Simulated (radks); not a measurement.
Computed order of ionisation of terbium. At each step one electron was removed from each of the four highest sub-shells of the ion before, moves of one valence electron (up to charge 6) and the configuration listed by NIST were tried, and the lowest configuration was kept. Code: a radial shooting solver on a logarithmic mesh with Libxc functionals. Model: scalar-relativistic Kohn-Sham, PBE, spin-polarised, spherical densities, finite nucleus; Fermi nuclear charge, rms radius of each element as measured or else 0.836 A^(1/3) + 0.57 fm. Open shells are filled with parallel spins first.

species  lowest configuration found                          NIST configuration  margin to the next tried (eV)  IE (eV)  NIST IE (eV)       kind
Tb                     [Xe] 4f9 6s2                                        same                          1.226    5.864         5.864       exp.
Tb+                    [Xe] 4f9 6s1                                        same                          1.486   11.795         11.51  semi-emp.
Tb2+                       [Xe] 4f9                                        same                          2.403   22.763         21.82  semi-emp.
Tb3+                       [Xe] 4f8                                        same                          8.179   40.825         39.33  semi-emp.
Tb4+                       [Xe] 4f7                                        same                         17.375   67.597             -
Tb5+                       [Xe] 4f6  [Kr] 4d10 4f7 5s2 5p5 lies 6.292 eV higher                          6.292   90.883            90     theory
Tb6+                       [Xe] 4f5                      differs (not computed)                          0.305   109.49           108     theory
Tb7+          [Kr] 4d10 4f5 5s2 5p5                      differs (not computed)                          6.472   125.07           125     theory
Tb8+          [Kr] 4d10 4f5 5s2 5p4                      differs (not computed)                         10.107   140.78           143     theory
Tb9+          [Kr] 4d10 4f5 5s2 5p3                      differs (not computed)                         14.228   163.58           168     theory
Tb10+         [Kr] 4d10 4f5 5s2 5p2                      differs (not computed)                         11.855   180.77           186     theory
Tb11+         [Kr] 4d10 4f5 5s2 5p1                      differs (not computed)                         15.415   198.10           216     theory
Tb12+             [Kr] 4d10 4f5 5s2                                        same                         19.314   239.12           250     theory
Tb13+             [Kr] 4d10 4f4 5s2                                        same                          5.703   268.77           273     theory

Reference values: NIST Atomic Spectra Database (exp. = measured, semi-emp. = semi-empirical, theory = theoretical value adopted there). Open shells are spherical and high-spin; term and fine-structure splittings are not resolved. Spin-orbit splitting is averaged out at the scalar-relativistic level. Tried without a valid solution: [Xe] 4f10 6s1; [Xe] 4f9 5d1 6s1. No tabulated value is given for the 4+ ions of Nd, Pm and Eu to Yb, where it belongs to another shell than the one emptied here.
